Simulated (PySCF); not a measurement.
## A small calculation by hand: oscillator strength and radiative lifetime

C₃H₆OSi, SMILES C(C=C)(=O)[SiH3].

Geometry: ωB97X-D3(BJ)/def2-SVP. Other conformers were not sampled.

TDA-PBE/def2-SVPD in PySCF 2.14.0 puts the first singlet state with f over 0.02 at 5.47 eV (vertical), with the transition dipole (0.141, -1.215, 0.000) in atomic units.

Task: Find the oscillator strength, the wavelength and the radiative lifetime that this transition would have in vacuum if emission retraced absorption.

Result: 
|μ|² = 1.4961 au, so |μ| = 3.11 D. ΔE = 5.47/27.211 = 0.2010 hartree. f = (2/3) ΔE |μ|² = 0.200 (the program prints 0.201).
λ = 1239.84/5.47 = 227 nm; ν = 44119 cm⁻¹.
Einstein's coefficient A = 0.6670 ν² f s⁻¹ (ν in cm⁻¹) = 2.6e8 s⁻¹, so τ = 1/A = 3.8 ns. This state is S4; the lower singlets have f = 0.001, 0.004, 0.016. The figure is the radiative limit of this one transition; relaxation, internal conversion, crossing to triplets and a medium change what is measured.
